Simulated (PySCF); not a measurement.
ClISi (SMILES Cl[Si]I), singlet, geometry from GFN2-xTB (core potentials on I); DF-PBE/def2-TZVP run with PySCF.

PySCF was given this input:
```python
from pyscf import gto, scf, dft

mol = gto.M(
    atom='''
Si    0.625618    0.715374    1.203250
Cl    1.289789    2.139555   -0.105582
I    -0.578964   -0.875239   -0.283973
''',
    basis='def2-tzvp',
    ecp={'I': 'def2-tzvp'},
    charge=0,
    spin=0,
    verbose=4,
    max_memory=1800,
)

mf = dft.RKS(mol)
mf.xc = 'pbe'
mf = mf.density_fit(auxbasis='def2-universal-jkfit')
mf.kernel()
```

Task: Predict the main parts of the log of this PySCF run.

Result: 
```
PySCF version 2.14.0

[INPUT] verbose = 4
[INPUT] num. atoms = 3
[INPUT] num. electrons = 56
[INPUT] charge = 0
[INPUT] spin (= nelec alpha-beta = 2S) = 0
[INPUT] symmetry False subgroup None
[INPUT] Mole.unit = angstrom
[INPUT] Symbol           X                Y                Z      unit          X                Y                Z       unit  Magmom
[INPUT]  1 Si     0.625618000000   0.715374000000   1.203250000000 AA    1.182246678598   1.351860936635   2.273812959383 Bohr   0.0
[INPUT]  2 Cl     1.289789000000   2.139555000000  -0.105582000000 AA    2.437347968477   4.043172978444  -0.199521063684 Bohr   0.0
[INPUT]  3 I     -0.578964000000  -0.875239000000  -0.283973000000 AA   -1.094083395983  -1.653962003538  -0.536631196771 Bohr   0.0

nuclear repulsion = 199.334504952183
number of shells = 42
number of NR pGTOs = 221
number of NR cGTOs = 124
basis = def2-tzvp
ecp = {'I': 'def2-tzvp'}

******** <class 'pyscf.df.df_jk.DFRKS'> ********
method = DFRKS
initial guess = minao
damping factor = 0
level_shift factor = 0
DIIS = <class 'pyscf.scf.diis.CDIIS'>
diis_start_cycle = 1
diis_space = 8
diis_damp = 0
SCF conv_tol = 1e-09
SCF conv_tol_grad = None
SCF max_cycles = 50
direct_scf = False
XC library pyscf.dft.libxc version 7.1.2
    S. Lehtola, C. Steigemann, M. J. T. Oliveira, and M. A. L. Marques,  SoftwareX 7, 1–5 (2018)
XC functionals = pbe
    J. P. Perdew, K. Burke, and M. Ernzerhof,  Phys. Rev. Lett. 77, 3865 (1996)
    J. P. Perdew, K. Burke, and M. Ernzerhof,  Phys. Rev. Lett. 78, 1396 (1997)
    J. P. Perdew, K. Burke, and M. Ernzerhof,  Phys. Rev. Lett. 77, 3865 (1996)
    J. P. Perdew, K. Burke, and M. Ernzerhof,  Phys. Rev. Lett. 78, 1396 (1997)
radial grids:
    Treutler-Ahlrichs [JCP 102, 346 (1995); DOI:10.1063/1.469408] (M4) radial grids

becke partition: Becke, JCP 88, 2547 (1988); DOI:10.1063/1.454033
pruning grids: <function nwchem_prune>
grids dens level: 3
symmetrized grids: False
atomic radii adjust function: <function treutler_atomic_radii_adjust>
small_rho_cutoff = 0
Set gradient conv threshold to 3.16228e-05
Initial guess from minao.
tot grids = 60024
init E= -1005.31274382956
  HOMO = -0.585278045164554  LUMO = -0.497148989098325  gap/eV = 2.39811
cycle= 1 E= -1044.08345566039  delta_E= -38.8  |g|= 4.05  |ddm|= 19.2
  HOMO = -0.0471075436959889  LUMO = 0.0165239426361276  gap/eV = 1.73150
cycle= 2 E= -1032.95234026225  delta_E= 11.1  |g|= 6.06  |ddm|= 16.8
  HOMO = -0.0766028100876968  LUMO = -0.0340961466629724  gap/eV = 1.15667
cycle= 3 E= -1045.22564971731  delta_E= -12.3  |g|= 2.21  |ddm|= 15.6
  HOMO = -0.21085287875728  LUMO = -0.161001419265528  gap/eV = 1.35653
cycle= 4 E= -1046.52225722427  delta_E= -1.3  |g|= 1.38  |ddm|= 7.18
  HOMO = -0.224764256654239  LUMO = -0.114840112572572  gap/eV = 2.99119
cycle= 5 E= -1047.07564147079  delta_E= -0.553  |g|= 0.503  |ddm|=  1.9
  HOMO = -0.234632401455892  LUMO = -0.145754057582804  gap/eV = 2.41850
cycle= 6 E= -1047.11238727811  delta_E= -0.0367  |g|= 0.333  |ddm|= 0.632
  HOMO = -0.226238864857564  LUMO = -0.131805877932833  gap/eV = 2.56965
cycle= 7 E= -1047.13571675424  delta_E= -0.0233  |g|= 0.0967  |ddm|= 0.318
  HOMO = -0.230922730432295  LUMO = -0.138751319512142  gap/eV = 2.50811
cycle= 8 E= -1047.13814647719  delta_E= -0.00243  |g|= 0.0391  |ddm|= 0.155
  HOMO = -0.230691840500953  LUMO = -0.137722073878335  gap/eV = 2.52984
cycle= 9 E= -1047.13862851301  delta_E= -0.000482  |g|= 0.00597  |ddm|= 0.041
  HOMO = -0.230868721674967  LUMO = -0.138042916680499  gap/eV = 2.52592
cycle= 10 E= -1047.13863807593  delta_E= -9.56e-06  |g|= 0.00223  |ddm|= 0.00828
  HOMO = -0.230746305427021  LUMO = -0.137917547582044  gap/eV = 2.52600
cycle= 11 E= -1047.13863905999  delta_E= -9.84e-07  |g|= 0.000391  |ddm|= 0.00211
  HOMO = -0.230728153612917  LUMO = -0.137879595732069  gap/eV = 2.52654
cycle= 12 E= -1047.13863910182  delta_E= -4.18e-08  |g|= 0.000104  |ddm|= 0.000503
  HOMO = -0.230733595915666  LUMO = -0.13788123484682  gap/eV = 2.52664
cycle= 13 E= -1047.13863910331  delta_E= -1.49e-09  |g|= 4.87e-05  |ddm|= 0.000149
  HOMO = -0.230733455818579  LUMO = -0.137882792004692  gap/eV = 2.52660
cycle= 14 E= -1047.13863910419  delta_E= -8.83e-10  |g|= 6.2e-06  |ddm|= 6.32e-05
  HOMO = -0.230732999242053  LUMO = -0.137882444018488  gap/eV = 2.52659
Extra cycle  E= -1047.13863910419  delta_E= 7.5e-12  |g|= 8.56e-06  |ddm|= 1.55e-05
converged SCF energy = -1047.13863910419
```
